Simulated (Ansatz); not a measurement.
A short molecular-dynamics run on C₄H₃F₉GeO, SMILES `C[O][Ge]([C](F)(F)F)([C](F)(F)F)[C](F)(F)F`.

```yaml
crystal:
  periodic: [false, false, false]
  atoms:
    - {symbol: C, position_ang: [-0.401011, -1.227737, 2.147465]}
    - {symbol: O, position_ang: [0.550454, -0.432777, 1.454797]}
    - {symbol: Ge, position_ang: [0.240531, 0.194077, -0.147714]}
    - {symbol: C, position_ang: [-1.129200, 1.672144, -0.103849]}
    - {symbol: F, position_ang: [-0.628238, 2.787660, 0.434837]}
    - {symbol: F, position_ang: [-1.562803, 1.971455, -1.332994]}
    - {symbol: F, position_ang: [-2.194940, 1.313741, 0.626331]}
    - {symbol: C, position_ang: [-0.438462, -1.253961, -1.375750]}
    - {symbol: F, position_ang: [-1.729295, -1.523166, -1.133102]}
    - {symbol: F, position_ang: [0.247249, -2.389425, -1.206478]}
    - {symbol: F, position_ang: [-0.332884, -0.899824, -2.659797]}
    - {symbol: C, position_ang: [2.000073, 0.902671, -0.800566]}
    - {symbol: F, position_ang: [2.840213, -0.092263, -1.101518]}
    - {symbol: F, position_ang: [2.588686, 1.673384, 0.114656]}
    - {symbol: F, position_ang: [1.827536, 1.638179, -1.906405]}
    - {symbol: H, position_ang: [-1.327939, -0.678615, 2.336164]}
    - {symbol: H, position_ang: [-0.634256, -2.147074, 1.601420]}
    - {symbol: H, position_ang: [0.046788, -1.497165, 3.104403]}
basis:
  gaussian: {orbitals: "6-31G*"}
hamiltonian: {xc: {name: r2SCAN}, dispersion: d3bj}
md: {timestep: 2 fs, n_steps: 20, ensemble: nvt_nose_hoover, temperature: 700, initial_velocities: maxwell_boltzmann, seed: 911}
```

```sh
$ ansatz run in.yaml --threads 11 --pin off --events-out ev --progress --plain --max-ram 174080MiB --backend cuda --devices 0, --max-vram 75GiB
```

```
step  time (fs)  potential energy (eV)  kinetic (eV)  T (K)  conserved (eV)
   0        0.0            -87192.5491        1.4477    700     -87191.1014
   1        2.0            -87192.3001        1.2521    605     -87191.0480
   2        4.0            -87192.2167        1.1255    544     -87191.0914
   3        6.0            -87191.9793        0.9175    444     -87191.0622
   4        8.0            -87191.8775        0.8205    397     -87191.0580
   5       10.0            -87191.9725        0.8833    427     -87191.0910
   6       12.0            -87191.8810        0.8335    403     -87191.0503
   7       14.0            -87191.9860        0.8973    434     -87191.0928
   8       16.0            -87191.9457        0.8785    425     -87191.0731
   9       18.0            -87191.9169        0.8617    417     -87191.0630
  10       20.0            -87192.0379        0.9568    463     -87191.0912
  11       22.0            -87191.9805        0.9360    453     -87191.0573
  12       24.0            -87192.0792        1.0022    485     -87191.0928
  13       26.0            -87192.0487        0.9869    477     -87191.0810
  14       28.0            -87191.9496        0.9034    437     -87191.0689
  15       30.0            -87191.9460        0.8813    426     -87191.0909
  16       32.0            -87191.7821        0.7472    361     -87191.0646
  17       34.0            -87191.7491        0.6979    337     -87191.0843
  18       36.0            -87191.7263        0.6842    331     -87191.0788
  19       38.0            -87191.7117        0.6825    330     -87191.0696
  20       40.0            -87191.8209        0.7758    375     -87191.0900
```

Velocities are drawn at the set temperature; a run this short doesn't reach equilibrium.

Frames (Å, forces in eV/Å):

```xyz
18
time=0.0 fs
C    -0.401   -1.228    2.147   -0.216   -0.119    0.053
O     0.550   -0.433    1.455    0.451    0.050    0.315
Ge    0.241    0.194   -0.148   -0.185    0.215   -0.602
C    -1.129    1.672   -0.104    0.473   -0.475   -0.007
F    -0.628    2.788    0.435    0.286    0.474    0.251
F    -1.563    1.971   -1.333   -0.158    0.078   -0.590
F    -2.195    1.314    0.626   -0.473   -0.223    0.349
C    -0.438   -1.254   -1.376    0.250    0.485    0.402
F    -1.729   -1.523   -1.133   -0.591   -0.080    0.168
F     0.247   -2.389   -1.206    0.336   -0.502    0.126
F    -0.333   -0.900   -2.660    0.080    0.220   -0.569
C     2.000    0.903   -0.801   -0.576   -0.239    0.249
F     2.840   -0.092   -1.102    0.327   -0.497   -0.122
F     2.589    1.673    0.115    0.226    0.342    0.457
F     1.828    1.638   -1.906   -0.163    0.315   -0.485
H    -1.328   -0.679    2.336   -0.118    0.096    0.009
H    -0.634   -2.147    1.601   -0.024   -0.122   -0.108
H     0.047   -1.497    3.104    0.076   -0.018    0.105
18
time=4.0 fs
C    -0.392   -1.209    2.107   -0.469   -0.802    0.113
O     0.501   -0.399    1.411    1.375   -0.190    1.565
Ge    0.239    0.199   -0.142   -0.190    0.867   -2.491
C    -1.167    1.618   -0.101    2.695    1.243   -0.396
F    -0.623    2.754    0.452    0.065   -0.191    0.151
F    -1.537    1.989   -1.330   -0.654   -0.216   -0.666
F    -2.187    1.299    0.629   -2.040   -0.647    0.919
C    -0.434   -1.234   -1.375    0.793    0.276    1.261
F    -1.712   -1.502   -1.133   -1.325   -0.188    0.271
F     0.251   -2.370   -1.175    0.449   -0.716    0.192
F    -0.314   -0.919   -2.641    0.141    0.540   -1.710
C     2.020    0.895   -0.812   -1.735    0.046    1.324
F     2.810   -0.106   -1.144    1.060   -0.797    0.024
F     2.593    1.680    0.128    0.347   -0.219   -0.139
F     1.819    1.622   -1.895   -0.089    0.927   -1.105
H    -1.344   -0.704    2.252   -0.362    0.065    0.216
H    -0.559   -2.176    1.612   -0.078    0.032   -0.213
H     0.081   -1.428    3.049    0.017   -0.029    0.684
18
time=8.0 fs
C    -0.391   -1.199    2.067   -0.406   -1.196    2.698
O     0.465   -0.368    1.382    1.770   -0.531    2.850
Ge    0.238    0.206   -0.142   -0.105    1.334   -3.838
C    -1.172    1.579   -0.103    2.437    2.233   -0.341
F    -0.618    2.719    0.471    0.061   -0.454    0.130
F    -1.515    2.005   -1.333   -0.762   -0.535   -0.328
F    -2.195    1.280    0.638   -1.849   -0.658    0.521
C    -0.421   -1.211   -1.359    0.594   -0.364    0.788
F    -1.705   -1.483   -1.131   -1.187   -0.077    0.336
F     0.258   -2.356   -1.142    0.401   -0.552    0.279
F    -0.295   -0.935   -2.636    0.185    0.622   -1.606
C     2.019    0.889   -0.807   -1.530    0.165    1.137
F     2.787   -0.126   -1.187    0.930   -0.431    0.460
F     2.601    1.684    0.141    0.240   -0.740   -0.636
F     1.810    1.613   -1.893   -0.092    1.045   -0.937
H    -1.399   -0.724    2.197    0.603   -0.448    0.100
H    -0.495   -2.197    1.594   -0.048    0.336   -0.009
H     0.123   -1.373    3.105   -1.241    0.252   -1.605
18
time=12.0 fs
C    -0.396   -1.203    2.055   -1.383   -0.618   -1.546
O     0.445   -0.341    1.380    1.784   -0.301    2.852
Ge    0.236    0.215   -0.150    0.087    1.084   -3.379
C    -1.148    1.568   -0.109    0.215    2.174    0.259
F    -0.612    2.681    0.491    0.200   -0.164    0.208
F    -1.500    2.017   -1.338   -0.619   -0.670    0.090
F    -2.218    1.255    0.651   -0.184   -0.311   -0.636
C    -0.400   -1.193   -1.334   -0.165   -1.084   -0.661
F    -1.708   -1.464   -1.126   -0.377    0.133    0.337
F     0.268   -2.347   -1.107    0.248   -0.237    0.310
F    -0.274   -0.945   -2.643    0.175    0.486   -0.486
C     1.999    0.884   -0.788   -0.303    0.165   -0.135
F     2.772   -0.150   -1.225    0.209    0.366    1.094
F     2.610    1.682    0.148   -0.017   -1.102   -0.920
F     1.801    1.613   -1.897   -0.138    0.740   -0.168
H    -1.391   -0.800    2.158   -0.708    0.217   -0.039
H    -0.439   -2.179    1.570   -0.076   -0.288   -0.096
H     0.012   -1.290    2.986    1.051   -0.589    2.915
18
time=16.0 fs
C    -0.414   -1.217    2.039   -0.246   -0.487    2.303
O     0.442   -0.317    1.405    1.108   -0.203    2.055
Ge    0.235    0.227   -0.165    0.100    0.357   -1.720
C    -1.120    1.584   -0.113   -1.603    0.892    0.397
F    -0.604    2.641    0.512    0.418    0.818    0.524
F    -1.490    2.023   -1.342   -0.465   -0.498    0.373
F    -2.242    1.228    0.659    1.103    0.113   -1.402
C    -0.382   -1.188   -1.317   -0.820   -1.313   -1.617
F    -1.713   -1.444   -1.119    0.427    0.205    0.232
F     0.281   -2.340   -1.070    0.068   -0.066    0.198
F    -0.251   -0.952   -2.654    0.123    0.244    0.516
C     1.975    0.881   -0.772    1.010    0.207   -1.367
F     2.759   -0.170   -1.255   -0.423    0.970    1.556
F     2.619    1.672    0.148   -0.252   -1.251   -1.003
F     1.790    1.618   -1.903   -0.194    0.397    0.524
H    -1.458   -0.855    2.112    0.273   -0.013   -0.224
H    -0.393   -2.194    1.537   -0.002   -0.044    0.258
H    -0.022   -1.277    3.125   -0.625   -0.329   -1.603
18
time=20.0 fs
C    -0.436   -1.237    2.046   -0.401   -0.252    0.245
O     0.450   -0.295    1.449    0.348   -0.163    0.785
Ge    0.234    0.240   -0.184   -0.066   -0.511    0.177
C    -1.112    1.611   -0.111   -2.076   -1.112    0.124
F    -0.593    2.608    0.538    0.538    2.007    0.949
F    -1.484    2.026   -1.344   -0.494   -0.058    0.436
F    -2.257    1.201    0.657    1.544    0.524   -1.620
C    -0.373   -1.200   -1.320   -0.841   -0.611   -1.302
F    -1.716   -1.422   -1.110    0.759    0.010   -0.010
F     0.294   -2.333   -1.030   -0.109   -0.184   -0.075
F    -0.227   -0.956   -2.661    0.010   -0.101    0.804
C     1.964    0.881   -0.772    1.419    0.077   -1.751
F     2.742   -0.183   -1.273   -0.594    1.178    1.610
F     2.626    1.652    0.140   -0.237   -1.117   -0.910
F     1.777    1.627   -1.905   -0.140    0.298    0.658
H    -1.499   -0.907    2.034    0.477   -0.031   -0.132
H    -0.349   -2.217    1.539   -0.069    0.206    0.269
H    -0.121   -1.316    3.098   -0.070   -0.161   -0.257
18
time=24.0 fs
C    -0.463   -1.259    2.052    0.875    0.366   -1.028
O     0.461   -0.274    1.502   -0.333   -0.342   -0.247
Ge    0.232    0.251   -0.202   -0.075   -1.115    1.503
C    -1.129    1.625   -0.107   -1.174   -1.974    0.283
F    -0.578    2.591    0.572    0.131    2.028    0.748
F    -1.482    2.028   -1.342   -0.666    0.376    0.364
F    -2.261    1.179    0.641    1.349    0.817   -1.499
C    -0.374   -1.219   -1.339   -0.242    0.511   -0.037
F    -1.712   -1.400   -1.100    0.580   -0.355   -0.324
F     0.306   -2.328   -0.992   -0.320   -0.382   -0.436
F    -0.204   -0.961   -2.662   -0.139   -0.461    0.453
C     1.970    0.882   -0.793    0.641   -0.247   -1.136
F     2.721   -0.187   -1.277   -0.270    0.976    1.222
F     2.631    1.622    0.125    0.067   -0.738   -0.672
F     1.764    1.638   -1.903    0.050    0.472    0.188
H    -1.487   -0.959    1.936   -0.723    0.322   -0.017
H    -0.313   -2.220    1.574    0.026   -0.410   -0.327
H    -0.221   -1.383    3.083    0.222    0.156    0.962
18
time=28.0 fs
C    -0.482   -1.278    2.045    0.586    0.161    0.897
O     0.470   -0.257    1.552   -0.932   -0.665   -0.950
Ge    0.231    0.261   -0.217    0.132   -1.319    2.224
C    -1.161    1.615   -0.100    0.584   -1.145    0.565
F    -0.562    2.590    0.611   -0.684    0.902   -0.064
F    -1.485    2.033   -1.337   -0.774    0.536    0.402
F    -2.253    1.163    0.613    0.557    0.835   -1.005
C    -0.379   -1.232   -1.358    0.531    1.174    1.297
F    -1.704   -1.382   -1.094    0.159   -0.678   -0.586
F     0.315   -2.326   -0.956   -0.557   -0.379   -0.781
F    -0.181   -0.971   -2.659   -0.255   -0.695   -0.107
C     1.983    0.879   -0.829   -0.744   -0.316    0.127
F     2.697   -0.183   -1.272    0.420    0.296    0.457
F     2.637    1.587    0.104    0.446   -0.268   -0.357
F     1.751    1.653   -1.898    0.279    0.739   -0.568
H    -1.543   -0.975    1.840    0.781   -0.221    0.385
H    -0.277   -2.263    1.575   -0.117    0.445    0.060
H    -0.289   -1.426    3.190   -0.412    0.599   -1.996
18
time=32.0 fs
C    -0.492   -1.293    2.046    0.760    0.935   -3.118
O     0.469   -0.246    1.593   -1.060   -0.593   -1.611
Ge    0.229    0.267   -0.228    0.411   -1.288    2.813
C    -1.186    1.590   -0.086    2.285    0.412   -0.046
F    -0.551    2.596    0.650   -1.262   -0.180   -0.699
F    -1.494    2.042   -1.328   -0.644    0.410    0.656
F    -2.242    1.154    0.577   -0.786    0.425   -0.022
C    -0.377   -1.230   -1.361    0.962    1.049    1.720
F    -1.694   -1.368   -1.092   -0.141   -0.802   -0.674
F     0.320   -2.327   -0.927   -0.730   -0.154   -0.955
F    -0.160   -0.985   -2.658   -0.308   -0.749   -0.262
C     1.987    0.874   -0.864   -1.748    0.182    1.202
F     2.677   -0.177   -1.263    1.085   -0.659   -0.426
F     2.647    1.549    0.080    0.626    0.158   -0.041
F     1.740    1.675   -1.898    0.448    0.765   -1.029
H    -1.513   -1.015    1.793   -0.303    0.075   -0.023
H    -0.256   -2.256    1.576    0.009    0.013   -0.028
H    -0.405   -1.388    3.068    0.398    0.001    2.544
18
time=36.0 fs
C    -0.492   -1.298    2.021    0.500    1.256    1.224
O     0.458   -0.241    1.619   -0.988   -0.434   -2.128
Ge    0.229    0.271   -0.232    0.651   -1.114    3.195
C    -1.182    1.571   -0.073    2.558    1.789   -0.768
F    -0.550    2.601    0.684   -1.393   -0.795   -1.003
F    -1.509    2.054   -1.314   -0.215    0.202    0.866
F    -2.236    1.148    0.540   -1.601   -0.057    0.803
C    -0.363   -1.216   -1.343    0.686    0.168    0.876
F    -1.685   -1.361   -1.095   -0.044   -0.662   -0.579
F     0.319   -2.329   -0.906   -0.737    0.169   -0.894
F    -0.142   -1.006   -2.658   -0.289   -0.605    0.259
C     1.970    0.870   -0.884   -1.372    0.655    1.240
F     2.666   -0.175   -1.258    1.023   -1.060   -0.954
F     2.661    1.512    0.056    0.479    0.518    0.245
F     1.733    1.702   -1.907    0.482    0.352   -0.807
H    -1.519   -1.045    1.744   -0.189    0.085   -0.140
H    -0.230   -2.250    1.574    0.186   -0.390    0.054
H    -0.480   -1.337    3.165    0.260   -0.076   -1.492
18
time=40.0 fs
C    -0.487   -1.287    2.003   -0.586    0.112   -0.150
O     0.438   -0.240    1.625   -0.523    0.060   -2.455
Ge    0.230    0.272   -0.230    0.746   -1.009    3.483
C    -1.147    1.573   -0.069    0.552    2.126   -0.525
F    -0.561    2.599    0.710   -1.181   -0.887   -1.074
F    -1.525    2.069   -1.294    0.365    0.195    0.749
F    -2.243    1.141    0.510   -0.715   -0.098    0.781
C    -0.341   -1.199   -1.315   -0.127   -0.991   -0.527
F    -1.677   -1.359   -1.103    0.289   -0.368   -0.362
F     0.313   -2.329   -0.891   -0.546    0.365   -0.653
F    -0.126   -1.032   -2.655   -0.180   -0.304    0.927
C     1.936    0.874   -0.889    0.351    0.553    0.349
F     2.662   -0.182   -1.260    0.136   -0.584   -0.992
F     2.680    1.479    0.033    0.122    0.829    0.469
F     1.729    1.732   -1.921    0.379   -0.288   -0.118
H    -1.546   -1.065    1.677    0.855   -0.198    0.152
H    -0.184   -2.283    1.586   -0.176    0.648    0.442
H    -0.513   -1.298    3.113    0.240   -0.160   -0.496
```

Run time 80 s (11 threads of an AMD EPYC 7R13 on a shared host and a whole NVIDIA H100 80 GB); peak host memory 1.2 GiB.
